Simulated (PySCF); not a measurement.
Precursor series Zn OH-Br. All species are isolated molecules in the gas phase. One relaxed conformer stands for each flexible species; it need not be the lowest.

The LUMO from two functionals at the same geometries (BP86-D3(BJ)/def2-SVP), both in PySCF: PBE-D3(BJ)/def2-TZVP and TPSSh-D3(BJ)/def2-TZVP. 

| species | PBE-D3(BJ)/def2-TZVP (eV) | TPSSh-D3(BJ)/def2-TZVP (eV) |
|---|---|---|
| 0 of 2 OH replaced by Br ([Zn(OH)2]) | -2.05 | -1.51 |
| 1 of 2 OH replaced by Br ([Zn(OH)(Br)]) | -2.42 | -1.89 |
| 2 of 2 OH replaced by Br ([Zn(Br)2]) | -2.74 | -2.23 |

Over these rows, drawn at random from the members with no instability flagged (it was tested for open shells, ions and some series alone), PBE minus TPSSh-D3(BJ): mean -0.53 eV, from -0.54 eV to -0.51 eV.
